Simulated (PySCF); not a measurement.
C3H6FNSi, SMILES F[SiH2]N1C=CC1.

Coordinates come from a PBE-D3(BJ)/def2-SVP optimisation. The structure was generated by enumeration, and PubChem lists no compound with its InChIKey, so it may never have been made. The values are those of a single conformer.

These are PySCF 2.14.0 with TDA-LC-ωPBE/def2-SVPD values and carry that method's errors.

Vertical excitations. Gas-phase values at a fixed geometry.

Computed excitation energies, oscillator strengths and character:
```csv
state,energy (eV),λ (nm),f,main pairs
S1,6.35,195,0.324,"HOMO→LUMO+1 47 %, HOMO→LUMO 35 %"
S2,6.72,185,0.002,"HOMO→LUMO 41 %, HOMO→LUMO+1 33 %, HOMO→LUMO+3 13 %"
S3,7.00,177,0.023,HOMO→LUMO+2 76 %
S4,7.04,176,0.013,HOMO→LUMO+4 69 %
S5,7.43,167,0.097,"HOMO→LUMO+5 61 %, HOMO→LUMO+3 18 %"
S6,8.08,153,0.012,"HOMO→LUMO+3 35 %, HOMO→LUMO+6 15 %, HOMO→LUMO+5 15 %, HOMO→LUMO+10 12 %"
S7,8.20,151,0.002,"HOMO→LUMO+7 51 %, HOMO→LUMO+4 12 %, HOMO→LUMO+8 8 %"
S8,8.48,146,0.003,"HOMO−3→LUMO+1 34 %, HOMO−3→LUMO 18 %, HOMO−4→LUMO+1 11 %, HOMO−4→LUMO 6 %"
S9,8.54,145,0.006,"HOMO→LUMO+8 49 %, HOMO→LUMO+6 11 %, HOMO→LUMO+7 10 %"
S10,8.81,141,0.001,"HOMO→LUMO+6 54 %, HOMO→LUMO+8 16 %, HOMO→LUMO+3 10 %"
T1,3.56,348,0,"HOMO→LUMO+1 49 %, HOMO→LUMO 26 %"
T2,6.39,194,0,"HOMO→LUMO 40 %, HOMO→LUMO+2 16 %, HOMO→LUMO+1 7 %, HOMO→LUMO+3 6 %"
T3,6.73,184,0,"HOMO→LUMO+1 23 %, HOMO→LUMO+4 23 %, HOMO→LUMO+3 19 %, HOMO→LUMO+2 14 %"
T4,6.80,182,0,"HOMO→LUMO+2 38 %, HOMO→LUMO+4 17 %, HOMO→LUMO+7 10 %, HOMO→LUMO 7 %"
```
Triplets are in the Tamm–Dancoff approximation.
Roots above 8.3 eV, the ΔSCF ionisation energy, lie in the ionisation continuum and depend on the basis.
